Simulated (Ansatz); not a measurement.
Molecule: sum formula GeI₃F (charge 0, singlet). 
Coordinates optimised at B3LYP-D3(BJ)/def2-TZVP (Ansatz, a quantum-chemistry and plane-wave program):
```
Ge
F 1 1.7401
I 1 2.5109 2 106.31
I 1 2.5109 2 106.31 3 -120.00
I 1 2.5109 2 106.31 3 120.00
```

Basis-set convergence of Hartree-Fock and CCSD correlation energies (hartree) with Ansatz. Valence correlation only, unless marked. Spin-orbit coupling is left out. Frozen are the shells of the preceding noble gas and the d and f shells that filled before the atom's block. Past Kr the def2 sets carry scalar-relativistic core potentials.

| basis | functions | E(HF) | E(corr, CCSD) |
|---|---|---|---|
| def2-SVPD | 166 | -3064.58706 | -0.62554 |
| def2-TZVPPD | 271 | -3065.00375 | -0.81053 |
| def2-QZVPPD | 434 | -3065.05223 | -0.89192 |

Extrapolating the two largest sets (X = 3 and 4) as X^-3: E(corr) = (64·(-0.89192) - 27·(-0.81053))/37 = -0.9513 Eh, an estimate of the basis-set limit. The largest set recovers 93.8 % of it, the smallest 65.8 %.
